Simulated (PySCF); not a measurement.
AuCl, SMILES [Cl][Au], multiplicity 1.

Geometry: B3LYP-D3(BJ)/def2-TZVPD. The spin state was assumed, not searched. The def2 effective core potentials stand for the cores of Au; spin–orbit coupling is left out.

Level of theory: B3LYP-D3(BJ)/def2-TZVPD (PySCF).

Frequencies are harmonic and unscaled.

Task: Give all harmonic wavenumbers and intensities. (Estimate from the structure and the level; the computed values follow.)

Result: 
```json
[
 {"mode": "1", "ν (cm⁻¹)": "347", "IR (km/mol)": "9.5", "Raman (Å⁴/amu)": "8.1", "depolarisation": "0.30", "moving atoms (share of kinetic energy)": "Cl 85 %, Au 15 %"}
]
```
